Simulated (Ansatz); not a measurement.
Complex (SMILES): Cl (HCl) with N#N (N2), atoms 1 to 2 the first; geometry from B3LYP-D3(BJ)/def2-TZVP, monomers rigid:
```xyz
4

Cl     1.0940     0.2553     0.1057
H     -0.1754     0.0770     0.1766
N     -3.5503    -0.4010     0.3596
N     -2.4723    -0.2486     0.3008
```

Basis-set convergence of the counterpoise-corrected interaction energy at B3LYP with Ansatz (an electronic-structure program). All functions are spherical. The program fits the integrals of some runs and decomposes those of others, by size. No added dispersion term, no relativity. Functions are those of the species that has most. Reference: the value in aug-pcseg-3, -0.69 kcal/mol. Deviations are taken from unrounded values.

```csv
basis,functions
def2-SV(P),48
def2-SVP,51
def2-SVPD,75
def2-TZVP,105
def2-TZVPP,118
def2-TZVPD,129
def2-TZVPPD,142
def2-QZVPP,214
def2-QZVPPD,238
```

Task: Which is the smallest def2 set listed that can be trusted to 0.1 kcal/mol here, that is, within that of the reference together with its larger relatives (same family, alike in diffuse functions; a set with none to test it counts only in the reference's own line)?

Result: The smallest set listed that lies within 0.1 kcal/mol of the reference with all its larger relatives (same family, alike in diffuse functions; a set with none counts only in the reference's own line) is def2-TZVP (105 functions, -0.05 kcal/mol off). Value minus reference: def2-SV(P) -0.19, def2-SVP -0.20, def2-SVPD -0.21, def2-TZVP -0.05, def2-TZVPP -0.03, def2-TZVPD 0.00, def2-TZVPPD 0.00, def2-QZVPP -0.05, def2-QZVPPD 0.00 kcal/mol.
